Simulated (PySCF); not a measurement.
Symmetry of computed structures. Theory: PBE0/pcSseg-1 in PySCF (dipole) on a GFN2-xTB geometry, gas phase. The symmetry is that of the one conformer found, every atom within 0.08 Å of its image; none is proved a minimum here.

Question: What symmetry has `[CH3:1][C:2]([CH3:3])([CH3:4])[P:5]1[CH2:6][CH:7]=[CH:8][CH2:9]1` with C2–P5–C6–C7 88°, P5–C6–C7–C8 11°, C7–C8–C9–P5 -11°, C2–P5–C9–C8 -88°?

Answer: Cs; near-prolate asymmetric top; symmetry number 1; 2 operations, which sort the 24 atoms into 14 sets; dipole 1.21 D, in the ac plane, which is the mirror; A, B, C = 2208, 1114, 1060 MHz; heavy atoms equivalent by symmetry: C1/C4, C6/C9, C7/C8.

Question: `[cH:1]1[cH:2][cH:3][c:4]([CH:5]2[CH2:6][O:7][CH2:8]2)[cH:9][cH:10]1` with C3–C4–C5–C6 -48°: symmetry, top, dipole?

Answer: Cs; near-prolate asymmetric top; symmetry number 1; 2 operations, which sort the 20 atoms into 17 sets; dipole 1.87 D, in the ab plane, which is the mirror; A, B, C = 3595, 842.6, 757.3 MHz; heavy atoms equivalent by symmetry: C6/C8.

Question: What symmetry has `[O:1]=[C:2]([Cl:3])[c:4]1[cH:5][cH:6][c:7]([C:8](=[O:9])[Cl:10])[o:11]1` with O1–C2–C4–C5 0°, C6–C7–C8–O9 0°?

Answer: C2v; asymmetric top; symmetry number 2; 4 operations, which sort the 13 atoms into 7 sets; dipole 2.33 D, along b, the twofold axis; A, B, C = 1543, 520.6, 389.2 MHz; heavy atoms equivalent by symmetry: O1/O9, C2/C8, Cl3/Cl10, C4/C7, C5/C6.

Question: `[CH3:1][C:2]1=[CH:3][CH2:4][P:5]([CH:6]([CH3:7])[CH3:8])[CH2:9]1` with C4–P5–C6–C7 -166°, C2–C3–C4–P5 14°, C3–C4–P5–C6 80°, C4–P5–C9–C2 18°, C1–C2–C9–P5 167°: symmetry, top, dipole?

Answer: C1; asymmetric top; symmetry number 1; this conformer is chiral (no improper operation); dipole 1.47 D.
